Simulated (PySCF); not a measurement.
B3LYP has the VWN-RPA correlation part, as in Gaussian. Excitations are Tamm–Dancoff values on a coarser integration grid. The basis has no diffuse functions, so Rydberg states are missing or too high.

Cartesian coordinates (Å):
SMILES: C[CH2][Sn]([OH])([OH])[OH]
```xyz
14

C      2.1153     0.2150     0.0335
C      1.0281    -0.5626    -0.7086
Sn    -0.9416    -0.0692     0.0034
O     -1.6379     1.6388    -0.7587
O     -2.3209    -1.4579    -0.3815
O     -0.9470     0.1804     1.9841
H      3.1173    -0.0793    -0.3207
H      2.0744     0.0328     1.1184
H      2.0162     1.3007    -0.1240
H      1.1293    -1.6510    -0.5792
H      1.0270    -0.3532    -1.7892
H     -1.9344     2.2218    -0.0443
H     -3.0846    -1.0553    -0.8207
H     -1.6412    -0.3610     2.3874
```
Charge 0, multiplicity 1.

Problem. What is the computed S1 excitation (TDA), S1 oscillator strength and LUMO (PySCF with B3LYP-D3(BJ)/def2-TZVP // B3LYP-D3(BJ)/def2-SVP)?

Solution. 
```json
{
  "S1 excitation (TDA)": "5.73 eV",
  "S1 oscillator strength": "0.167",
  "LUMO": "-1.34 eV"
}
```
